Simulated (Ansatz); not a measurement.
Start from `[CH3][Ti]([F])([F])[Cl]` and change one atom or group to get `[F][Ti]([F])([F])[Cl]`.

Ansatz, PBE0-D4/def2-TZVP geometries, multiplicity 1. 

Scalar relativity is left out up to krypton.

```
                               property  `[CH3][Ti]([F])([F])[Cl]`
    HOMO energy (B3LYP/def2-TZVPP) / eV                      -8.69
HOMO–LUMO gap (ωB97M-V/def2-TZVPP) / eV                      10.76
  HOMO–LUMO gap (B3LYP/def2-TZVPP) / eV                       5.56
      LUMO energy (PBE/def2-TZVPP) / eV                      -3.88
  LUMO energy (ωB97M-V/def2-TZVPP) / eV                      -0.54
    HOMO–LUMO gap (PBE/def2-TZVPP) / eV                       3.53
```

Problem. What does the change do to each property? (Estimate.)

Solution. Ansatz gave: 
| property | `[F][Ti]([F])([F])[Cl]` | shift |
| --- | --- | --- |
| HOMO energy (B3LYP/def2-TZVPP) / eV | -9.95 | -1.26 |
| HOMO–LUMO gap (ωB97M-V/def2-TZVPP) / eV | 11.45 | 0.69 |
| HOMO–LUMO gap (B3LYP/def2-TZVPP) / eV | 6.32 | 0.76 |
| LUMO energy (PBE/def2-TZVPP) / eV | -4.21 | -0.33 |
| LUMO energy (ωB97M-V/def2-TZVPP) / eV | -1.03 | -0.49 |
| HOMO–LUMO gap (PBE/def2-TZVPP) / eV | 4.53 | 1.00 |

With PBE0 the HOMO falls by 1.29 eV and the LUMO falls by 0.50 eV, so the gap widens by about 0.79 eV. PBE moves the HOMO by -1.33 eV and ωB97M-V by -1.18 eV. The zero-point energy changes by -84.5 kJ/mol with -9 modes.

B3LYP here is the variant with VWN-RPA as its local correlation; programs differ in this.
